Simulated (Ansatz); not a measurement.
One geometry of the cluster H5Au3, several levels of theory.

```yaml
crystal:
  periodic: [false, false, false]
  atoms:
    - {symbol: Au, position_ang: [-0.611742, -1.684782, -0.100955]}
    - {symbol: Au, position_ang: [-0.026968, 0.716969, 0.961077]}
    - {symbol: Au, position_ang: [1.187101, -0.146546, -1.554521]}
    - {symbol: H, position_ang: [2.105937, 0.732813, -2.544772]}
    - {symbol: H, position_ang: [-0.685760, 0.395884, 2.402401]}
    - {symbol: H, position_ang: [-1.525827, 1.077147, 0.149472]}
    - {symbol: H, position_ang: [-1.680033, -2.192224, 1.021091]}
    - {symbol: H, position_ang: [1.237294, 1.100739, -0.333793]}
basis:
  gaussian: {orbitals: def2-TZVP, initial_orbitals: start.molden}
magnetization: {spin_polarized: true, initial_magnetization: 4}
hamiltonian: {xc: pbe, dispersion: d4}
scf: {omitted_lower_state_checks: [starts]}
output: {orbitals: {seedname: orbitals}}
```

The file start.molden holds the orbitals of an earlier run on this structure, at another level or in another basis.

```sh
$ ansatz run in.yaml --threads 4 --pin off --events-out ev --progress --plain --max-ram 3916MiB
```

Shortened log:

```
Functional definition: PBE
1294 factors; their error is unknown
mean field evaluation 1: about -11161.0753 eV, gradient 6.2e0 eV
mean field evaluation 2: about -11161.2353 eV, gradient 2.1e-1 eV
mean field evaluation 4: about -11161.2249 eV, gradient 2.1e-3 eV
mean field -11161.22490862 eV, -410.1674500418 hartree, gradient 2.2e-5 eV, S^2 6.010101; 0 other end points of the search recorded, 0 dependent functions left out
reference -11161.22497261 eV, -410.1674523934 hartree; 33, 29 occupied and 117, 121 virtual orbitals, 1294 factors
Total energy: -11161.50225035 eV, -410.1776421625 hartree
Checks for a lower state left out: starts
```

Run time 2.6 s (4 threads of Arm Neoverse V2 on a shared host).

The first input with `hamiltonian: {xc: {name: CAM-B3LYP}, dispersion: d4}` (abridged; 4 s):

```
Functional definition: CAM-B3LYP
mean field -11153.44440178 eV, -409.8815216894 hartree, gradient 2.3e-5 eV, S^2 6.032284
Total energy: -11153.69399689 eV, -409.8906941403 hartree
Checks for a lower state left out: starts
```

As the first input, with `hamiltonian: {xc: {name: wB97X-V}}` (abridged; 11 s):

```
Functional definition: wB97X-V
mean field -11154.15377747 eV, -409.9075907649 hartree, gradient 2.2e-5 eV, S^2 6.035891
Total energy: -11154.15377844 eV, -409.9075908008 hartree
Checks for a lower state left out: starts
```

The first input with `hamiltonian: {xc: pbe0, dispersion: d4}` (abridged; 4 s):

```
Functional definition: PBE0
mean field -11157.08723557 eV, -410.0153933619 hartree, gradient 9.4e-6 eV, S^2 6.023803
Total energy: -11157.32420691 eV, -410.0241018981 hartree
Checks for a lower state left out: starts
```

The first input with `hamiltonian: {xc: r2scan, dispersion: d4}` (abridged; 6 s):

```
Functional definition: r2SCAN
mean field -11163.13310455 eV, -410.2375749490 hartree, gradient 1.8e-5 eV, S^2 6.024320
Total energy: -11163.19263959 eV, -410.2397628211 hartree
Checks for a lower state left out: starts
```

The first input with `hamiltonian: {xc: pbe}`, `correlation: {method: rpa}` and without the key `output` (abridged; 5.5 s):

```
Functional definition: PBE
mean field -11161.22487436 eV, -410.1674487829 hartree, gradient 1.2e-6 eV, S^2 6.010101
Total energy: -11124.06302835 eV, -408.8017761312 hartree
Checks for a lower state left out: starts
```

As the first input, with `hamiltonian: {xc: {name: LC-wPBE}}` (abridged; 3.4 s):

```
Functional definition: LC-wPBE
mean field -11159.06559836 eV, -410.0880968534 hartree, gradient 2.0e-5 eV, S^2 6.054583
Total energy: -11159.06559837 eV, -410.0880968539 hartree
Checks for a lower state left out: starts
```

Geometry: r2SCAN-D4/def2-SVP.

In the def2 sets Au takes a core potential; there is no spin–orbit coupling. LC-ωPBE has ω = 0.4 bohr⁻¹. Correlated methods freeze no core orbitals; core or outer-core shells of Au are correlated, in sets that lack core-valence functions. At PBE0-D4/def2-TZVP a singlet of charge 0 lies 4.65 eV below the quintet, each at its own geometry. The structure comes from a short search, and lower isomers may exist.
